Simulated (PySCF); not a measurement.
# Rotational lines of LiHg⁺

Lines J+1 ← J of the vibrational ground state, computed from RHF-CCSD(T) constants of LiHg⁺, ¹Σ⁺ (singlet), closed shell (Li def2-SVPD, Hg def2-SVPD with ECP60; scalar-relativistic core potentials (PySCF 2.14); masses 7.0160 and 201.9706 u), in MHz:

```csv
J,ν (MHz)
5,119545.3
6,139442.9
7,159328.4
8,179199.9
9,199055.6
```

Find B0 and the effective bond length r0; with αe = 0.00671 cm⁻¹, find Re.

ν = 2B0(J+1) − 4D(J+1)³ gives B0 = 0.33248 cm⁻¹. With the reduced mass μred = 6.7805 u, r0 = √(16.8576/(μred·B0)) (u, cm⁻¹, Å) = 2.7345 Å. Be = B0 + αe/2 = 0.33583 cm⁻¹ gives Re = 2.721 Å.

Correlated steps freeze no core orbitals. Correlated levels converge slowly with the basis: in double zeta they bind strong bonds too weakly, by up to about 1 eV, and carry superposition errors of some tenths. Spin–orbit coupling is left out. For an ion De counts to the pair picked by the measured ionisation energies or electron affinities, which need not be the lowest pair at this level.
